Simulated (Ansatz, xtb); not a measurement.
System: MoH₅ (charge 0, doublet). The spin state was set by rule; other spins were not relaxed. SMILES: [MoH5]
Geometry from a B3LYP-D3(BJ)/def2-TZVP (Ansatz, an electronic-structure program) optimisation:
```
Mo
H 1 1.6535
H 2 1.6128 1 60.81
H 1 1.6822 2 118.28 3 38.04
H 1 1.6822 2 69.99 3 144.72
H 1 1.7073 2 114.23 3 -104.56
```
Charge 0, spin multiplicity 2.

Harmonic wavenumbers from GFN2-xTB (xtb, at its own minimum), cm⁻¹: 199, 580, 624, 644, 821, 913, 1138, 1354, 1630, 1661, 1671, 1715.

Question: Give the harmonic wavenumbers at B3LYP-D3(BJ)/def2-TZVP (Ansatz, finite differences of forces, unscaled).

Answer: 362, 497, 777, 820, 855, 920, 926, 1896, 1920, 1939, 2004, 2018 cm⁻¹. Zero-point energy 21.3 kcal/mol.

Question: From these and the geometry, give the ideal-gas thermochemistry at 298.15 K and 1 atm (rigid rotor, harmonic oscillator).

Answer: Point group Cs, rotational symmetry number 1. Rotational constants 58.51, 57.32, 46.85 GHz. S(trans) 39.75, S(rot) 18.27, S(vib) 2.63, S(elec, spin only) 1.38, S 62.0 cal/(mol K). H(298) - H(0) 2.93 kcal/mol; G - E(el) 5.8 kcal/mol.
